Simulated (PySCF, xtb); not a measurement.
Nb(O)(OH)2(Me) (CH₅NbO₃), SMILES [OH][Nb](=[O])([CH3])[OH], multiplicity 1. The values are those of a single conformer.

Harmonic wavenumbers (cm⁻¹) from GFN2-xTB in xtb at its own minimum, in rising order: 84, 142, 145, 163, 199, 199, 394, 405, 422, 525, 540, 564, 608, 719, 721, 804, 1234, 1429, 1444, 2943, 2966, 2967, 3586, 3596.

Task: What does PySCF 2.14.0 with PBE-D3(BJ)/def2-SVP give at its own minimum? (Estimate from the structure and the level; the computed values follow.)

Result: 130, 158, 163, 179, 201, 213, 359, 378, 494, 501, 541, 543, 587, 702, 734, 987, 1129, 1350, 1354, 2952, 3058, 3059, 3770, 3773. Paired by order, the mean absolute difference is 56 cm⁻¹ and the zero-point energies are 38.3 and 39.0 kcal/mol.
